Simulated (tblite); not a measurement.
Species: C₅H₇N₃.
Cartesian coordinates in Å at the GFN2-xTB level; atoms count from 1:
```
atom  x, y, z in Å
C1    -3.1020   -0.1073   -0.6701
C2    -2.0062   -0.6720   -0.1892
N3    -0.7477   -0.0942   -0.3008
C4     0.4371   -0.5883    0.1519
C5     1.3714    0.3552   -0.2094
C6     2.8389    0.3808    0.0085
N7     0.7090    1.3508   -0.8497
N8    -0.5340    1.0807   -0.8997
H9    -3.0518    0.8406   -1.1759
H10   -4.0615   -0.5789   -0.5676
H11   -2.0039   -1.6228    0.3261
H12    0.5185   -1.5224    0.6670
H13    3.1682   -0.5450    0.4732
H14    3.3529    0.5121   -0.9415
H15    3.1065    1.2188    0.6498
```

Computed values, GFN2-xTB/tblite, gas phase, harmonic and unscaled. Against measured fundamentals such values can be off by several per cent, at times by over 20. One conformer, not necessarily the lowest. The optimisation stopped once no atom felt more than 0.01 eV/Å.

Lowest wavenumbers of the output (negative numbers stand for imaginary wavenumbers):
```
mode    cm-1
  1     -36.7
  2      80.6
  3     181.4
  4     186.7
  5     305.0
  6     310.6
  7     481.2
  8     593.8
```

Question: Is this structure a minimum?

Answer: Not by this Hessian. 1 mode is imaginary beyond 20i (37i cm⁻¹), so at this level the point lies at or near a first-order saddle. The curvature is small, so loose convergence or finite differences may be the whole cause.

Question: Which atoms move in the imaginary mode?

Answer: 37i: H14 (methyl hydrogen) 33 %, H15 (methyl hydrogen) 33 %, H13 (methyl hydrogen) 29 %. These are shares of the mass-weighted motion.

Question: What is the remedy?

Answer: Step along that mode in both directions, optimise again with tighter thresholds and repeat the frequencies. The zero-point energy of this point (72.9 kcal/mol) counts the 38 real modes alone, and thermal corrections from it aren't those of a minimum.

Hardware: one thread, Arm Neoverse V1 (aarch64), no GPU, shared host. Cost: 0.4 s. This covers the Hessian and the dipole derivatives.
